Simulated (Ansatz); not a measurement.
A first, cheap relaxation of AlBClH3OS (`SB[O][AlH][Cl]`).

```yaml
crystal:
  periodic: [false, false, false]
  atoms:
    - {symbol: S, position_ang: [-2.049000, 0.993600, 0.258800]}
    - {symbol: B, position_ang: [-0.807800, -0.120800, 0.981800]}
    - {symbol: O, position_ang: [-0.401500, -1.299200, 0.228400]}
    - {symbol: Al, position_ang: [1.228300, -0.776000, -0.653700]}
    - {symbol: Cl, position_ang: [0.999700, 0.129000, -2.670100]}
    - {symbol: H, position_ang: [-1.110900, 1.876700, -0.329300]}
    - {symbol: H, position_ang: [-0.386500, 0.069600, 2.086700]}
    - {symbol: H, position_ang: [2.619800, -0.930000, 0.041600]}
basis:
  gaussian: {orbitals: def2-SVP}
hamiltonian: {xc: pbe, dispersion: d4}
relax: {f_tol: 0.03, max_steps: 200}
```

```sh
$ ansatz run in.yaml --threads 2 --pin off --events-out ev --progress --plain --max-ram 4352MiB
```

It prints (some lines left out):

```
Functional definition: PBE
mean field -32702.18554808 eV, -1201.7831525543 hartree, gradient 5.5e-5 eV, S^2 0.000000; 0 other end points of the search recorded, 0 dependent functions left out
relax step   1: F+E_penalty+E_count = -32702.39261554 eV  Δ(F+E_penalty+E_count) = +0.000e0 eV  max|allowed force component| = 3.201e0 eV/Å  Δτ_max = 0.0000 Å  (28 SCF iters, accepted)
mean field -32702.71977307 eV, -1201.8027849606 hartree, gradient 2.0e-5 eV, S^2 0.000000; 0 other end points of the search recorded, 0 dependent functions left out
relax step   2: F+E_penalty+E_count = -32702.92778878 eV  Δ(F+E_penalty+E_count) = -5.352e-1 eV  max|allowed force component| = 2.034e0 eV/Å  Δτ_max = 0.1259 Å  (35 SCF iters, accepted)
mean field -32702.88196555 eV, -1201.8087454245 hartree, gradient 1.5e-5 eV, S^2 0.000000; 0 other end points of the search recorded, 0 dependent functions left out
relax step   3: F+E_penalty+E_count = -32703.08948221 eV  Δ(F+E_penalty+E_count) = -1.617e-1 eV  max|allowed force component| = 1.149e0 eV/Å  Δτ_max = 0.1910 Å  (35 SCF iters, accepted)
mean field -32702.99497371 eV, -1201.8128983977 hartree, gradient 1.6e-5 eV, S^2 0.000000; 0 other end points of the search recorded, 0 dependent functions left out
relax step   4: F+E_penalty+E_count = -32703.19945527 eV  Δ(F+E_penalty+E_count) = -1.100e-1 eV  max|allowed force component| = 4.057e-1 eV/Å  Δτ_max = 0.0766 Å  (28 SCF iters, accepted)
mean field -32703.07323811 eV, -1201.8157745613 hartree, gradient 1.6e-5 eV, S^2 0.000000; 0 other end points of the search recorded, 0 dependent functions left out
relax step   5: F+E_penalty+E_count = -32703.27397046 eV  Δ(F+E_penalty+E_count) = -7.452e-2 eV  max|allowed force component| = 3.234e-1 eV/Å  Δτ_max = 0.2000 Å  (30 SCF iters, accepted)
mean field -32703.15204515 eV, -1201.8186706665 hartree, gradient 1.3e-5 eV, S^2 0.000000; 0 other end points of the search recorded, 0 dependent functions left out
relax step   6: F+E_penalty+E_count = -32703.35127234 eV  Δ(F+E_penalty+E_count) = -7.730e-2 eV  max|allowed force component| = 6.666e-1 eV/Å  Δτ_max = 0.1927 Å  (29 SCF iters, accepted)
mean field -32703.24911669 eV, -1201.8222379801 hartree, gradient 1.7e-5 eV, S^2 0.000000; 0 other end points of the search recorded, 0 dependent functions left out
relax step   7: F+E_penalty+E_count = -32703.44868127 eV  Δ(F+E_penalty+E_count) = -9.741e-2 eV  max|allowed force component| = 9.702e-1 eV/Å  Δτ_max = 0.1963 Å  (30 SCF iters, accepted)
mean field -32703.37043292 eV, -1201.8266962693 hartree, gradient 9.3e-6 eV, S^2 0.000000; 0 other end points of the search recorded, 0 dependent functions left out
relax step   8: F+E_penalty+E_count = -32703.57086028 eV  Δ(F+E_penalty+E_count) = -1.222e-1 eV  max|allowed force component| = 1.042e0 eV/Å  Δτ_max = 0.1933 Å  (29 SCF iters, accepted)
mean field -32703.50696995 eV, -1201.8317139124 hartree, gradient 2.2e-5 eV, S^2 0.000000; 0 other end points of the search recorded, 0 dependent functions left out
relax step   9: F+E_penalty+E_count = -32703.70790813 eV  Δ(F+E_penalty+E_count) = -1.370e-1 eV  max|allowed force component| = 7.629e-1 eV/Å  Δτ_max = 0.2000 Å  (29 SCF iters, accepted)
mean field -32703.60343413 eV, -1201.8352589056 hartree, gradient 6.1e-6 eV, S^2 0.000000; 0 other end points of the search recorded, 0 dependent functions left out
relax step  10: F+E_penalty+E_count = -32703.80518685 eV  Δ(F+E_penalty+E_count) = -9.728e-2 eV  max|allowed force component| = 7.545e-1 eV/Å  Δτ_max = 0.1949 Å  (29 SCF iters, accepted)
mean field -32703.68342826 eV, -1201.8381986358 hartree, gradient 1.8e-5 eV, S^2 0.000000; 0 other end points of the search recorded, 0 dependent functions left out
relax step  11: F+E_penalty+E_count = -32703.88411832 eV  Δ(F+E_penalty+E_count) = -7.893e-2 eV  max|allowed force component| = 4.083e-1 eV/Å  Δτ_max = 0.1998 Å  (27 SCF iters, accepted)
mean field -32703.74888887 eV, -1201.8406042689 hartree, gradient 2.7e-5 eV, S^2 0.000000; 0 other end points of the search recorded, 0 dependent functions left out
relax step  12: F+E_penalty+E_count = -32703.94654391 eV  Δ(F+E_penalty+E_count) = -6.243e-2 eV  max|allowed force component| = 2.632e-1 eV/Å  Δτ_max = 0.1998 Å  (28 SCF iters, accepted)
mean field -32703.78950198 eV, -1201.8420967731 hartree, gradient 2.1e-5 eV, S^2 0.000000; 0 other end points of the search recorded, 0 dependent functions left out
relax step  13: F+E_penalty+E_count = -32703.98512443 eV  Δ(F+E_penalty+E_count) = -3.858e-2 eV  max|allowed force component| = 3.550e-1 eV/Å  Δτ_max = 0.1972 Å  (28 SCF iters, accepted)
mean field -32703.80177393 eV, -1201.8425477589 hartree, gradient 1.3e-5 eV, S^2 0.000000; 0 other end points of the search recorded, 0 dependent functions left out
relax step  14: F+E_penalty+E_count = -32703.99514432 eV  Δ(F+E_penalty+E_count) = -1.002e-2 eV  max|allowed force component| = 4.845e-1 eV/Å  Δτ_max = 0.1982 Å  (34 SCF iters, accepted)
mean field -32703.86925340 eV, -1201.8450275836 hartree, gradient 8.7e-6 eV, S^2 0.000000; 0 other end points of the search recorded, 0 dependent functions left out
relax step  15: F+E_penalty+E_count = -32704.06221823 eV  Δ(F+E_penalty+E_count) = -6.707e-2 eV  max|allowed force component| = 1.727e-1 eV/Å  Δτ_max = 0.2000 Å  (29 SCF iters, accepted)
mean field -32703.88742203 eV, -1201.8456952686 hartree, gradient 2.0e-5 eV, S^2 0.000000; 0 other end points of the search recorded, 0 dependent functions left out
relax step  16: F+E_penalty+E_count = -32704.07885131 eV  Δ(F+E_penalty+E_count) = -1.663e-2 eV  max|allowed force component| = 3.690e-1 eV/Å  Δτ_max = 0.1804 Å  (27 SCF iters, accepted)
mean field -32703.88339448 eV, -1201.8455472587 hartree, gradient 7.1e-6 eV, S^2 0.000000; 0 other end points of the search recorded, 0 dependent functions left out
relax step  17: F+E_penalty+E_count = -32704.07335143 eV  Δ(F+E_penalty+E_count) = +5.500e-3 eV  max|allowed force component| = 2.903e-1 eV/Å  Δτ_max = 0.1956 Å  (28 SCF iters, rejected (line search))
mean field -32703.89771375 eV, -1201.8460734823 hartree, gradient 1.3e-5 eV, S^2 0.000000; 0 other end points of the search recorded, 0 dependent functions left out
relax step  18: F+E_penalty+E_count = -32704.08811418 eV  Δ(F+E_penalty+E_count) = -9.263e-3 eV  max|allowed force component| = 3.375e-2 eV/Å  Δτ_max = 0.0978 Å  (28 SCF iters, accepted)
mean field -32703.90128258 eV, -1201.8462046342 hartree, gradient 1.3e-5 eV, S^2 0.000000; 0 other end points of the search recorded, 0 dependent functions left out
relax step  19: F+E_penalty+E_count = -32704.09067186 eV  Δ(F+E_penalty+E_count) = -2.558e-3 eV  max|allowed force component| = 8.695e-2 eV/Å  Δτ_max = 0.0967 Å  (28 SCF iters, accepted)
mean field -32703.90215837 eV, -1201.8462368192 hartree, gradient 1.3e-5 eV, S^2 0.000000; 0 other end points of the search recorded, 0 dependent functions left out
relax step  20: F+E_penalty+E_count = -32704.09133511 eV  Δ(F+E_penalty+E_count) = -6.632e-4 eV  max|allowed force component| = 1.377e-1 eV/Å  Δτ_max = 0.0592 Å  (27 SCF iters, accepted)
mean field -32703.90228632 eV, -1201.8462415211 hartree, gradient 1.5e-5 eV, S^2 0.000000; 0 other end points of the search recorded, 0 dependent functions left out
relax step  21: F+E_penalty+E_count = -32704.09121263 eV  Δ(F+E_penalty+E_count) = +1.225e-4 eV  max|allowed force component| = 1.391e-1 eV/Å  Δτ_max = 0.0465 Å  (28 SCF iters, rejected (line search))
mean field -32703.90342568 eV, -1201.8462833918 hartree, gradient 1.7e-5 eV, S^2 0.000000; 0 other end points of the search recorded, 0 dependent functions left out
relax step  22: F+E_penalty+E_count = -32704.09246559 eV  Δ(F+E_penalty+E_count) = -1.130e-3 eV  max|allowed force component| = 4.481e-2 eV/Å  Δτ_max = 0.0232 Å  (28 SCF iters, accepted)
mean field -32703.90418038 eV, -1201.8463111265 hartree, gradient 1.5e-5 eV, S^2 0.000000; 0 other end points of the search recorded, 0 dependent functions left out
relax step  23: F+E_penalty+E_count = -32704.09289249 eV  Δ(F+E_penalty+E_count) = -4.269e-4 eV  max|allowed force component| = 2.992e-2 eV/Å  Δτ_max = 0.0266 Å  (29 SCF iters, accepted)
mean field -32703.90490269 eV, -1201.8463376710 hartree, gradient 1.5e-5 eV, S^2 0.000000; 0 other end points of the search recorded, 0 dependent functions left out
relax step  24: F+E_penalty+E_count = -32704.09319774 eV  Δ(F+E_penalty+E_count) = -3.053e-4 eV  max|allowed force component| = 1.509e-2 eV/Å  Δτ_max = 0.0435 Å  (28 SCF iters, accepted)
mean field -32703.90490269 eV, -1201.8463376710 hartree, gradient 1.4e-5 eV, S^2 0.000000; 1 other end points of the search recorded, 0 dependent functions left out
Total energy: -32704.09323797 eV, -1201.8532588649 hartree
Atom 0 at    -2.329895     0.448828     0.215642 Å, force     0.008560     0.003359     0.011121 eV/Å
Atom 1 at    -0.582028     0.582780     0.715464 Å, force    -0.011358     0.014845    -0.004613 eV/Å
Atom 2 at     0.345681    -0.123772     0.034752 Å, force     0.011050    -0.015090    -0.002205 eV/Å
Atom 3 at     1.493947    -1.009993    -0.865432 Å, force     0.001148     0.001320    -0.011741 eV/Å
Atom 4 at     2.336915    -0.089039    -2.558848 Å, force    -0.002010    -0.000042     0.007135 eV/Å
Atom 5 at    -2.804029     1.297564     1.167535 Å, force    -0.003090    -0.001877    -0.002666 eV/Å
Atom 6 at    -0.268170     1.300358     1.649966 Å, force    -0.003797    -0.002996    -0.000152 eV/Å
Atom 7 at     1.899678    -2.463827    -0.414879 Å, force    -0.000504     0.000481     0.003121 eV/Å
Dipole moment:     0.034567    -0.073247     0.194394 e Å
```

It took 56 s on 2 threads of an Arm Neoverse V1 on a shared host, with 0.18 GiB of host memory at the peak.
